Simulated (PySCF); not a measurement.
Interval between two levels of Ni²⁺ by level of theory

Ni²⁺ [Ar] 3d8 [3F4, M_J = 4] → Ni²⁺ [Ar] 3d7 4p1 [5G6, M_J = 6], as a difference of total energies. Calculation: PySCF 2.14, in x2c-TZVPall-2c with one added diffuse shell each of s, p, d type (7s8p5d1f, 63 functions); the two-component X2C-1e Hamiltonian. Correlated levels: [Ne] frozen; the 6 highest virtual spinors dropped. "Screened" scales the spin-orbit matrix elements by Boettger's factors to mimic the two-electron term; Breit and QED terms are absent.

```tsv
method	interval between two levels (cm⁻¹)
GHF (spin-free)	96955
GMP2 (spin-free)	112720
GHF (screened spin-orbit)	97205
GMP2 (screened spin-orbit)	113000
```

The labels give the starting determinants; with spin-orbit coupling the two ends relaxed to ⟨J²⟩ = 20.01, ⟨L²⟩ = 12.01, ⟨S²⟩ = 2.00 and ⟨J²⟩ = 42.00, ⟨L²⟩ = 20.03, ⟨S²⟩ = 5.99.
